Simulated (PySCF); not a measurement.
# Absolute configuration from chiroptical data

The calculation used PySCF 2.14.0, TDDFT BHandHLYP/def2-SVPD circular dichroism and optical rotation, one conformer, gas phase. Geometry: GFN2-xTB.

States above about 8.6 eV (minus the energy of the highest occupied orbital) lie near or above the ionisation threshold and depend on the basis.

Values for one enantiomer of C$_{5}$H$_{6}$FNS, R in 10⁻⁴⁰ esu² cm² (velocity form):
```
λ (nm)       f      R
   253  0.0001   +0.7
   181   0.022  -24.6
   175   0.020   +5.3
   173   0.028  -33.9
   164   0.028  +11.6
   160   0.018   +8.3
   160   0.028  +16.1
   157   0.012   -4.4
   153   0.012   +6.8
   148   0.010  -14.6
   145   0.019   -4.5
   144   0.010  +11.9
   143   0.014   +0.2
   141   0.019   -9.4
   140   0.028  +30.6
   139   0.050  -18.8
```

[α] at 589.3 nm: -9 deg dm⁻¹ (g/mL)⁻¹ (origin-invariant length gauge).

(1) Which structure gives these signs?
A. C[C@]1(C#N)CS[C@@H]1F
B. C[C@@]1(C#N)CS[C@H]1F

## Answers

(1) A. Its CIP labels in SMILES order are S, S; the other enantiomer gives every sign reversed.

The signs above follow by mirror symmetry from the run on the other enantiomer. Geometry of C[C@@]1(C#N)CS[C@H]1F as run:
```xyz
14

C     1.389    0.415    0.260
C    -0.076    0.210   -0.116
C    -0.627    1.431   -0.658
N    -1.082    2.386   -1.090
C    -0.297   -1.010   -1.033
S    -1.011   -2.018    0.320
C    -0.915   -0.343    1.060
F    -0.299   -0.286    2.265
H     1.480    1.200    1.009
H     1.962    0.700   -0.620
H     1.796   -0.506    0.672
H     0.614   -1.438   -1.446
H    -1.028   -0.847   -1.823
H    -1.906    0.107    1.178
```
